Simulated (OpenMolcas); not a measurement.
## CH4AlO2 (SMILES C[O][Al][OH]): the dipole moment, rung by rung

The species is CH4AlO2 (8 atoms), meant as a doublet with charge 0. SMILES: `C[O][Al][OH]`. The coordinates come from a PBE0-D4/def2-TZVP relaxation. This is one conformer, not always the lowest.

```xyz
8

C     0.2927    1.3659   -0.6699
O    -0.0358    0.2825    0.1443
Al   -0.0626   -1.3996    0.0930
O    -0.6019   -2.1919    1.4979
H     0.6612    1.0583   -1.6559
H    -0.5854    2.0024   -0.8208
H     1.0700    1.9715   -0.1925
H    -0.6463   -3.1460    1.5482
```

Quantity: the dipole moment, in D. The values are calculated.

```tsv
level	kind	program	value (D)
USVWN5/6-311+G**	LDA	OpenMolcas	2.06
U-revPBE/6-311+G**	GGA	OpenMolcas	1.96
UBLYP/6-311+G**	GGA	OpenMolcas	2.06
UPBE/6-311+G**	GGA	OpenMolcas	1.98
U-r2SCAN/6-311+G**	meta-GGA	OpenMolcas	2.08
UB3LYP/6-311+G**	global hybrid	OpenMolcas	2.24
UBHLYP/6-311+G**	global hybrid	OpenMolcas	2.45
UM06-2X/6-311+G**	hybrid meta-GGA	OpenMolcas	2.41
```

The values span 1.96 to 2.45 D. Magnitudes only.
